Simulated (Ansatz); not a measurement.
Computed with Ansatz on PBE0-D4/def2-TZVP structures; ΔE is electronic, products minus reactants. CCSD(T)/CBS is the MP2 limit (def2-TZVPP, def2-QZVPP) plus CCSD(T) − MP2 in def2-TZVPP, frozen cores. This one scheme is used for every species. Elements past krypton have def2 core potentials. For Ge, Te outer-core shells are correlated without core-valence functions, which leaves a few kJ/mol of doubt a bond. Scalar relativity is left out up to krypton. One conformer a species, not always the lowest.

`[CH3][GeH2][TeH]` + `C[Si]O` → `[OH][GeH2][TeH]` + `C[Si]C`  (redistribution)

`[CH3][GeH2][TeH]`:

Cartesian coordinates in Å:
```
C 0.556 -1.004 -0.589
Ge -0.310 0.057 0.800
Te -0.050 2.566 0.342
H 0.461 -2.067 -0.360
H 1.612 -0.743 -0.649
H 0.089 -0.806 -1.553
H 0.362 -0.152 2.169
H -1.805 -0.293 0.907
H -0.915 2.442 -1.067
```

`C[Si]O`:

Cartesian coordinates in Å:
```
C 0.351 -0.580 0.496
Si -0.724 -0.514 -1.076
O -0.884 1.123 -1.261
H 1.298 -0.049 0.335
H 0.585 -1.603 0.801
H -0.163 -0.087 1.331
H -0.463 1.710 -0.626
```

`[OH][GeH2][TeH]`:

Z-matrix (Å, degrees):
```
Ge
Te 1 2.559
O 1 1.779 2 111.2
H 1 1.539 2 108.1 3 121.5
H 1 1.531 2 110.0 3 -114.7
H 2 1.657 1 90.8 3 -100.3
H 3 0.960 1 112.2 2 43.5
```

`C[Si]C`:

Cartesian coordinates in Å:
```
C -0.506 0.117 1.331
Si 0.762 -0.951 0.412
C 0.553 -0.176 -1.306
H 0.006 1.073 1.525
H -0.803 -0.290 2.299
H -1.397 0.358 0.742
H 0.390 0.906 -1.288
H 1.363 -0.416 -1.997
H -0.367 -0.622 -1.717
```

```
           species  CCSD(T)/CBS(def2) energy (Eh)
`[CH3][GeH2][TeH]`                    -2385.52242
          `C[Si]O`                     -404.71755
 `[OH][GeH2][TeH]`                    -2421.45317
          `C[Si]C`                     -368.74530
```

Problem. Work out ΔE.

Solution. ΔE = (-2421.45317) + (-368.74530) − (-2385.52242) − (-404.71755) = 0.04150 Eh = +26.0 kcal/mol.

Largest T1 diagnostic among the species: 0.014.

At CCSD(T), def2-SVP lies −2.7 kcal/mol from the extrapolated value and def2-TZVPP −0.3 kcal/mol. Leaving LDA and LC-ωPBE aside and taking each functional with its dispersion term where it has one, the values, not all of them listed here, spread over 2.2 kcal/mol, from revPBE-D4 to CAM-B3LYP-D4. LDA lies +1.1 kcal/mol from PBE without D4.
